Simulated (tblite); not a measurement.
4-chlorobenzenesulfonyl chloride, C6H4Cl2O2S.
Z-matrix (Å and degrees, GFN2-xTB geometry), rows numbered from 1:
```
O 
S   1  1.4258
O   2  1.4258  1  119.71
Cl  2  2.0423  1  106.65  3   121.00
C   2  1.7726  1  110.90  3  -131.10
C   5  1.3785  2  118.61  1   158.73
C   6  1.3838  5  118.77  2   178.47
C   7  1.3912  6  119.19  5    -0.26
Cl  8  1.7183  7  119.32  6   179.93
C   8  1.3912  7  121.36  6     0.15
C   5  1.3785  2  118.65  1   -23.11
H   6  1.0780  5  119.30  2    -2.28
H   7  1.0781  6  120.76  5   179.86
H  10  1.0781  8  120.06  7  -179.98
H  11  1.0780  5  119.30  2     2.21
```

All values are computed: GFN2-xTB (tblite) harmonic vibrations without scaling, gas phase. Against measured fundamentals such values can be off by several per cent, at times by over 20. One conformer, not necessarily the lowest.

Harmonic wavenumbers (cm⁻¹): 30.8, 50.8, 110.7, 131.6, 237.3, 250.4, 279.4, 302.3, 331.2, 371.1, 372.5, 439.7, 461.1, 519.7, 556.7, 594.0, 660.0, 742.7, 809.2, 870.0, 910.4, 920.4, 982.5, 1076.6, 1105.4, 1116.2, 1146.0, 1170.6, 1230.9, 1292.7, 1323.1, 1389.5, 1427.8, 1554.3, 1590.1, 3107.9, 3108.5, 3116.4, 3116.9.

A = 1940, B = 349.2, C = 345.8 MHz; mass 209.931 u (most abundant isotopes); point group Cs, symmetry number 1.

Question: What is the zero-point energy?

Answer: ½Σν̃ = 19404 cm⁻¹ = 55.48 kcal/mol.

Question: Give the ideal-gas entropy at 200 K and 1 bar in the rigid-rotor, harmonic-oscillator model (classical rotation).

Answer: Translation 39.97, rotation 30.41, vibration 20.87: S = 91.2 cal/(mol K).

Question: And Cp and H(200 K) − H(0)?

Answer: Cp = 30.24 cal/(mol K), of which vibrations give 22.30 (their classical limit is 39 R = 77.5); H(200 K) − H(0) = 3.80 kcal/mol without the zero-point energy, 2.21 from vibrations.

Question: Which modes carry the vibrational entropy at 200 K?

Answer: 30.8 cm⁻¹: 4.99; 50.8 cm⁻¹: 4.00; 110.7 cm⁻¹: 2.49; 131.6 cm⁻¹: 2.17; 237.3 cm⁻¹: 1.15; 250.4 cm⁻¹: 1.07 cal/(mol K); the other 33 give 5.01 together.

Question: Blend soft modes into free rotors: weight 1/[1 + (100 cm⁻¹/ν̃)⁴] for the oscillator and the rest for a rotor with moment μB/(μ + B), μ = h/(8π²ν), B = 10⁻⁴⁴ kg m². What vibrational entropy results?

Answer: 18.72 cal/(mol K) in place of 20.87, which changes −T·S at 200 K by +0.43 kcal/mol.

Question: What must be added to the electronic energy to get the Gibbs energy at 200 K and 1 bar?

Answer: ZPE + [H(200 K) − H(0)] − T·S = 55.48 + 3.80 − 18.25 = 41.03 kcal/mol.

Question: How do the functions run with temperature in this model?

Answer: 
```tsv
T (K)	S (cal/(mol K))	Cp (cal/(mol K))	H − H(0) (kcal/mol)	G − H(0) (kcal/mol)	ln q(vib)
100	74.6	18.9	1.33	-6.13	2.19
300	105.4	39.9	7.32	-24.29	7.71
500	129.5	54.6	16.89	-47.86	13.09
800	158.1	66.7	35.30	-91.20	20.41
1000	173.5	71.3	49.13	-124.41	24.75
```

q(vib) and H(0) count from the zero-point level.

Hindered rotation and anharmonicity are outside this model. Other conformers, if any are populated, would add a mixing term that is left out.
